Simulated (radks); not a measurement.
Results of a calculation; reference values are marked as such.
These are the eigenvalues of the occupied orbitals of an atom or ion with whole-number occupations (eV). Code: a radial shooting solver on a logarithmic mesh with Libxc functionals. Model: Dirac Kohn-Sham, PBE, spin-unpolarised, spherical densities, finite nucleus; Fermi nuclear charge, rms radius of each element as measured or else 0.836 A^(1/3) + 0.57 fm.

1s1/2: -3133.031
2s1/2: -309.7003
2p1/2: -244.1216
2p3/2: -241.8853
3s1/2: -35.5530
3p1/2: -21.1083
3p3/2: -20.9098
5f5/2: -0.3656
5f7/2: -0.3656

Which element is it, and in what charge state? The configuration may be excited. Open shells, if any, are shared by 2j + 1.

Answer. Z = 18, argon, charge 0: Ar in [Ne] 3s2 3p5 5f1. The list shows which subshells hold electrons but not how many an open one holds; the 1s level, -115.14 hartree, gives Z - s = 15.2 by -(Z - s)^2/2, which with screening and relativity narrows Z to a few neighbours, and the depths of the outer levels then fix element, charge and occupations together.
